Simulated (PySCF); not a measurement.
C₃H₂F₃, SMILES F/C=C/[C](F)F, multiplicity 2. Geometry optimised at PBE-D3(BJ)/def2-SVP. The isomer is the one that the SMILES or the coordinates give; other isomers of the formula were not compared. One conformer was computed; it need not be the lowest.

Task: Give the equilibrium geometry at PBE-D3(BJ)/def2-SVP (PySCF confirms it by a frequency run) as a Z-matrix, and its point group. (The exact figures need the calculation; the answer reports its results.)

Result: Several could match; the one computed here: point group Cs.
```
C
C 1 1.3796
F 2 1.3251 1 124.15
F 2 1.3290 3 112.08 1 180.00
C 1 1.3933 2 124.83 3 180.00
F 5 1.3422 1 119.55 2 180.00
H 5 1.1000 6 114.46 1 180.00
H 1 1.1000 2 116.60 3 0.00
```
Charge 0, spin multiplicity 2.
